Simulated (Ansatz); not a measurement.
Computed with Ansatz on PBE0-D4/def2-TZVP structures; ΔE is electronic, products minus reactants. CBS: MP2 limit from def2 TZ/QZ plus the TZ coupled-cluster correction, frozen cores. DFT in def2-TZVPP. For Se outer-core shells are correlated without core-valence functions, which leaves a few kJ/mol of doubt a bond. Scalar relativity is left out up to krypton. One conformer a species, not always the lowest.

Consider the redistribution: `C[Se][AlH][BH]S` + `COB(F)Cl` → `C[O][AlH][BH]S` + `C[Se]B(F)Cl`.

`C[Se][AlH][BH]S`:

Cartesian coordinates in Å:
```
C -1.693 -0.792 0.638
Se -0.375 -2.108 0.020
Al 1.514 -0.809 -0.258
B 1.398 1.285 0.009
S 0.389 2.355 -0.970
H -2.590 -0.911 0.033
H -1.922 -0.998 1.681
H -1.312 0.222 0.535
H 2.794 -1.629 -0.716
H 2.008 1.908 0.830
H -0.209 1.479 -1.802
```

`COB(F)Cl`:

Z-matrix (Å, degrees):
```
C
O 1 1.414
H 1 1.091 2 111.7
H 1 1.091 2 108.6 3 -120.9
H 1 1.090 2 108.2 3 120.8
B 2 1.333 1 126.0 3 5.7
Cl 6 1.765 2 124.1 1 -0.3
F 6 1.320 2 118.3 1 179.8
```

`C[O][AlH][BH]S`:

```xyz
11

C     0.318    1.046   -1.488
O     0.185    1.450   -0.160
Al    0.117    0.651    1.332
B     0.091   -1.471    1.351
S    -0.957   -2.447    0.317
H    -0.571    1.330   -2.062
H     1.181    1.540   -1.948
H     0.458   -0.038   -1.591
H     0.021    1.614    2.586
H     0.754   -2.173    2.059
H    -1.599   -1.502   -0.395
```

`C[Se]B(F)Cl`:

Z-matrix (Å, degrees):
```
C
Se 1 1.948
H 1 1.087 2 109.9
H 1 1.088 2 106.2 3 119.1
H 1 1.087 2 109.9 3 -121.9
B 2 1.926 1 100.4 3 60.9
Cl 6 1.754 2 123.8 1 0.0
F 6 1.319 2 118.0 1 -180.0
```

```csv
species,PBE-D4 energy (Eh)
`C[Se][AlH][BH]S`,-3108.06441
`COB(F)Cl`,-699.83904
`C[O][AlH][BH]S`,-782.04247
`C[Se]B(F)Cl`,-3025.83750
```

Task: Work out ΔE.

Result: ΔE = (-782.04247) + (-3025.83750) − (-3108.06441) − (-699.83904) = 0.02348 Eh = +0.64 eV. CCSD(T)/CBS gives +0.65 eV.

Largest T1 diagnostic among the species: 0.015.

In def2-TZVPP, CCSD(T) changes the Hartree–Fock value by −0.15 eV (the triples alone add −0.01 eV) and MP2 by −0.18 eV. From PBE to PBE0 (25 % exact exchange), in def2-TZVPP and without D4, ΔE moves by +0.06 eV.
